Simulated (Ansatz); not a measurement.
The cluster Ti4Al⁺. The state is a singlet with charge 1. Geometry B3LYP-D4/def2-SVP.

```xyz
5

Ti   -0.995   -0.273   -1.417
Ti    0.416   -1.668   -0.349
Ti    0.117    1.727   -0.276
Ti    1.528    0.335    0.794
Al   -1.066   -0.120    1.249
```

The restricted singlet is unstable towards broken spin symmetry in Hartree–Fock (as tested in another run); at HF/STO-3G, LDA (SPW92)/def2-TZVP, PBE-D4/def2-TZVP, B97M-V/def2-TZVP and others this wasn't settled. No other spin state of charge 1 was run. Another isomer (singlet) lies 1.24 eV lower at PBE0-D4/def2-TZVP; other spin states weren't run for this one.

Question: Estimate the orbital energies around the gap (eV) in Ansatz with HF/STO-3G, LDA (SPW92)/def2-TZVP, PBE-D4/def2-TZVP, B97M-V/def2-TZVP, PBE0-D4/def2-SVP.

Answer: 
```json
{"orbital": "HOMO−13", "HF/STO-3G": "-57.43", "LDA (SPW92)/def2-TZVP": "-40.44", "PBE-D4/def2-TZVP": "-40.50", "B97M-V/def2-TZVP": "-42.48", "PBE0-D4/def2-SVP": "-43.91"}
{"orbital": "HOMO−12", "HF/STO-3G": "-57.37", "LDA (SPW92)/def2-TZVP": "-40.36", "PBE-D4/def2-TZVP": "-40.42", "B97M-V/def2-TZVP": "-42.42", "PBE0-D4/def2-SVP": "-43.83"}
{"orbital": "HOMO−11", "HF/STO-3G": "-57.20", "LDA (SPW92)/def2-TZVP": "-40.24", "PBE-D4/def2-TZVP": "-40.30", "B97M-V/def2-TZVP": "-42.28", "PBE0-D4/def2-SVP": "-43.68"}
{"orbital": "HOMO−10", "HF/STO-3G": "-56.85", "LDA (SPW92)/def2-TZVP": "-39.61", "PBE-D4/def2-TZVP": "-39.68", "B97M-V/def2-TZVP": "-41.72", "PBE0-D4/def2-SVP": "-43.07"}
{"orbital": "HOMO−9", "HF/STO-3G": "-56.80", "LDA (SPW92)/def2-TZVP": "-39.54", "PBE-D4/def2-TZVP": "-39.61", "B97M-V/def2-TZVP": "-41.65", "PBE0-D4/def2-SVP": "-43.00"}
{"orbital": "HOMO−8", "HF/STO-3G": "-17.33", "LDA (SPW92)/def2-TZVP": "-12.53", "PBE-D4/def2-TZVP": "-12.34", "B97M-V/def2-TZVP": "-12.69", "PBE0-D4/def2-SVP": "-13.41"}
{"orbital": "HOMO−7", "HF/STO-3G": "-12.19", "LDA (SPW92)/def2-TZVP": "-9.56", "PBE-D4/def2-TZVP": "-9.36", "B97M-V/def2-TZVP": "-9.44", "PBE0-D4/def2-SVP": "-9.92"}
{"orbital": "HOMO−6", "HF/STO-3G": "-11.62", "LDA (SPW92)/def2-TZVP": "-9.19", "PBE-D4/def2-TZVP": "-8.98", "B97M-V/def2-TZVP": "-8.96", "PBE0-D4/def2-SVP": "-9.51"}
{"orbital": "HOMO−5", "HF/STO-3G": "-11.46", "LDA (SPW92)/def2-TZVP": "-8.78", "PBE-D4/def2-TZVP": "-8.60", "B97M-V/def2-TZVP": "-8.78", "PBE0-D4/def2-SVP": "-9.30"}
{"orbital": "HOMO−4", "HF/STO-3G": "-9.36", "LDA (SPW92)/def2-TZVP": "-8.57", "PBE-D4/def2-TZVP": "-8.39", "B97M-V/def2-TZVP": "-8.51", "PBE0-D4/def2-SVP": "-9.04"}
{"orbital": "HOMO−3", "HF/STO-3G": "-8.55", "LDA (SPW92)/def2-TZVP": "-8.48", "PBE-D4/def2-TZVP": "-8.25", "B97M-V/def2-TZVP": "-8.27", "PBE0-D4/def2-SVP": "-8.71"}
{"orbital": "HOMO−2", "HF/STO-3G": "-7.85", "LDA (SPW92)/def2-TZVP": "-8.35", "PBE-D4/def2-TZVP": "-8.15", "B97M-V/def2-TZVP": "-8.15", "PBE0-D4/def2-SVP": "-8.54"}
{"orbital": "HOMO−1", "HF/STO-3G": "-7.32", "LDA (SPW92)/def2-TZVP": "-8.16", "PBE-D4/def2-TZVP": "-7.98", "B97M-V/def2-TZVP": "-8.11", "PBE0-D4/def2-SVP": "-8.50"}
{"orbital": "HOMO", "HF/STO-3G": "-5.67", "LDA (SPW92)/def2-TZVP": "-7.88", "PBE-D4/def2-TZVP": "-7.72", "B97M-V/def2-TZVP": "-7.89", "PBE0-D4/def2-SVP": "-8.41"}
{"orbital": "LUMO", "HF/STO-3G": "-0.51", "LDA (SPW92)/def2-TZVP": "-7.83", "PBE-D4/def2-TZVP": "-7.59", "B97M-V/def2-TZVP": "-7.47", "PBE0-D4/def2-SVP": "-6.54"}
{"orbital": "LUMO+1", "HF/STO-3G": "0.08", "LDA (SPW92)/def2-TZVP": "-7.72", "PBE-D4/def2-TZVP": "-7.48", "B97M-V/def2-TZVP": "-7.36", "PBE0-D4/def2-SVP": "-6.48"}
{"orbital": "LUMO+2", "HF/STO-3G": "0.32", "LDA (SPW92)/def2-TZVP": "-7.43", "PBE-D4/def2-TZVP": "-7.18", "B97M-V/def2-TZVP": "-7.01", "PBE0-D4/def2-SVP": "-5.94"}
{"orbital": "LUMO+3", "HF/STO-3G": "0.58", "LDA (SPW92)/def2-TZVP": "-7.30", "PBE-D4/def2-TZVP": "-7.04", "B97M-V/def2-TZVP": "-7.01", "PBE0-D4/def2-SVP": "-5.84"}
{"orbital": "LUMO+4", "HF/STO-3G": "1.12", "LDA (SPW92)/def2-TZVP": "-7.27", "PBE-D4/def2-TZVP": "-7.04", "B97M-V/def2-TZVP": "-6.82", "PBE0-D4/def2-SVP": "-5.83"}
{"orbital": "LUMO+5", "HF/STO-3G": "1.25", "LDA (SPW92)/def2-TZVP": "-6.69", "PBE-D4/def2-TZVP": "-6.46", "B97M-V/def2-TZVP": "-6.42", "PBE0-D4/def2-SVP": "-5.30"}
```
